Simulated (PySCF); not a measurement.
C₆ coefficients of unlike pairs at UHF

Calculated with PySCF 2.14 from the dipole response of each species, C₆(A,B) = (3/π) ∫ α_A(iu) α_B(iu) du, in atomic units, from isotropic polarisabilities. For ions this is the dispersion term alone; charge-induced terms of lower order in 1/R come first.

```json
{"species": "I⁺", "configuration": "[Kr] 4d10 5s2 5p4 (3P)", "basis": "aug-cc-pVQZ-PP with one added diffuse shell each of s, p, d, f, g type with ECP28MDF (8s8p6d4f3g)", "relativity": "core potential", "α (bohr³)": "20.11", "C₆ (like pair)": "171.9"}
{"species": "Ge³⁺", "configuration": "[Ar] 3d10 4s1 (2S)", "basis": "def2-QZVPPD (12s7p5d4f1g)", "relativity": "none", "α (bohr³)": "7.861", "C₆ (like pair)": "19.40"}
{"species": "Ta²⁺", "configuration": "[Xe] 4f14 5d3 (4F)", "basis": "aug-cc-pVTZ-PP with one added diffuse shell each of s, p, d, f, g type with ECP60MDF (7s7p6d4f3g)", "relativity": "core potential", "α (bohr³)": "13.33", "C₆ (like pair)": "73.68"}
{"species": "Si³⁺", "configuration": "[Ne] 3s1 (2S)", "basis": "aug-cc-pCVTZ-DK (8s7p5d3f)", "relativity": "spin-free X2C", "α (bohr³)": "7.826", "C₆ (like pair)": "15.46"}
```

Estimate C₆ for Ge³⁺ with I⁺.

The integral gives 57.08. The combination rule 2 C_A C_B / (C_A α_B/α_A + C_B α_A/α_B) gives 57.08 and the geometric mean 57.74.

No spin-orbit coupling is included.

The other pairs:

```csv
pair,C₆
"Si³⁺, Ta²⁺",32.18
"Si³⁺, I⁺",49.93
"Si³⁺, Ge³⁺",17.08
"Ta²⁺, Ge³⁺",37.26
"Ta²⁺, I⁺",111.9
```
